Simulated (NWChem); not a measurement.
# CH3BrMgS; SMILES [S](C)[Mg][Br]

Results from NWChem. This build's default masses of Se (78.918 u) and Br (79.917 u) are each other's, which moves their modes by up to 0.6 %. Each level has its own optimisation; frequencies are unscaled. One conformer.

| level | r Br–Mg (Å) | r Mg–S (Å) | r C–S (Å) | r C–H (Å) | highest harmonic frequency (cm⁻¹) | lowest (cm⁻¹) | zero-point energy (kcal/mol) | dipole (D) |
|---|---|---|---|---|---|---|---|---|
| Hartree-Fock/STO-3G | 2.213 | 2.138 | 1.802 | 1.088 | 3718 | 80 | 30.6 | 1.27 |
| Hartree-Fock/3-21G | 2.387 | 2.333 | 1.911 | 1.078 | 3345 | 59 | 26.8 | 2.00 |
| PBE0/def2-SVP | 2.352 | 2.300 | 1.833 | 1.099 | 3179 | 57 | 25.0 | 1.78 |
